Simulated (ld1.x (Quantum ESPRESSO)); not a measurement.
What one change does to a pseudopotential (As, TM)

- Element: As (Z = 33)
- Generator: ld1.x (Quantum ESPRESSO) 7.5
- Type: norm-conserving Troullier–Martins (Kleinman–Bylander form)
- Functional: BLYP
- Relativity: scalar-relativistic
- Frozen core: [Ar]
- Valence charge: 15
- Reference configuration: 3d10 4s2 4p3
- Partial waves: 4p (bound): rc 1.55 bohr; 3d (bound): rc 0.90 bohr; 4s (bound): rc 1.70 bohr
- Local potential: the s channel
- Core correction: none

Change: core correction a·sin(br)/r model core inside 0.74 bohr.

Cutoffs: the cutoffs (Ry, on a coarse ladder) from which the occupation-weighted sum of valence levels, in a spherical-Bessel basis at the reference potential, stays within 10 and 1 mRy of its value at 400 Ry; they do not see the model core or the augmentation charge, which bear on the density cutoff. Errors are all-electron minus pseudo energies relative to the spin-unpolarised reference configuration.

Question: How do hardness, ghosts and transferability respond?

Answer: Of the 7 tests that both files solve, the error grows in 2 and shrinks in 3 by more than 15 % and 0.3 meV (median size 5.8 → 2.5 meV); neither file shows a bound ghost. A model core, the more so a compact one, raises the density cutoff, which this test does not measure.

```csv
quantity,base,changed
"cutoff, loose",300 Ry,300 Ry
"cutoff, tight",over 300 Ry,over 300 Ry
bound ghosts,none,none
"error for 3d10 4s2 4p2, meV [ΔE 9.03 eV]",-0.1,-1.1
"error for 3d10 4s2 4p1, meV [ΔE 26.89 eV]",+5.8,-2.5
"error for 3d10 4s2 4p0, meV [ΔE 54.64 eV]",+32,-2.0
"error for 3d10 4s1 4p0, meV [ΔE 105.48 eV]",+107,-20
"error for 3d9 4s2 4p3, meV [ΔE 50.70 eV]",-989,-1065
"error for 3d10 4s2 4p3.3, meV [ΔE -1.20 eV]",+0.2,+0.2
"error for 3d10 4s0 4p5, meV [ΔE 19.20 eV]",-2.3,-9.1
s: phases at 1.84 bohr within 0.05 rad from the reference energy up to (Ry; the scan ends near 5),4.9,4.9
p: phases at 1.84 bohr within 0.05 rad from the reference energy up to (Ry; the scan ends near 5),to the end of the scan,to the end of the scan
d: phases at 1.84 bohr within 0.05 rad from the reference energy up to (Ry; the scan ends near 5),-0.1,-0.1
```
